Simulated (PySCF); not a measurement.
Dissociation curve of BeF, doublet.

Levels of theory: UCCSD = CCSD on UHF/6-31G, 1 core orbital frozen in PySCF; UKS-M06-2X = unrestricted M06-2X/6-31G (PySCF 2.14.0); UMP2 = MP2 on UHF/6-31G, 1 core orbital frozen (PySCF).

Energies are in kcal/mol, each relative to the lowest point of its own curve near equilibrium.

| R / Å | UCCSD | UKS-M06-2X | UMP2 |
|---|---|---|---|
| 1.10 | 74.9 | 68.3 | 75.1 |
| 1.17 | 39.3 | (withheld) | 39.4 |
| 1.24 | 17.7 | (withheld) | 17.7 |
| 1.29 | 8.3 | (withheld) | 8.4 |
| 1.32 | 4.6 | (withheld) | 4.6 |
| 1.37 | 0.9 | (withheld) | 1.0 |
| 1.40 | 0.0 | 0.0 | 0.0 |
| 1.46 | 0.3 | 1.1 | 0.3 |
| 1.50 | 1.8 | 3.1 | 1.8 |
| 1.58 | 7.1 | (withheld) | 7.1 |
| 1.72 | 20.6 | 23.9 | 20.6 |
| 1.86 | 36.3 | 40.5 | 36.5 |
| 2.05 | 57.8 | 62.6 | 58.5 |

Task: Some entries are withheld; supply them.

Result: 
- 1.17, UKS-M06-2X: 34.6
- 1.24, UKS-M06-2X: 14.7
- 1.29, UKS-M06-2X: 6.4
- 1.32, UKS-M06-2X: 3.3
- 1.37, UKS-M06-2X: 0.5
- 1.58, UKS-M06-2X: 9.2

The scan ran from 1.10 to 5.52 Å; beyond the distances shown one of the unrestricted levels run for this scan, shown here or not, changes its spin distribution in one step.
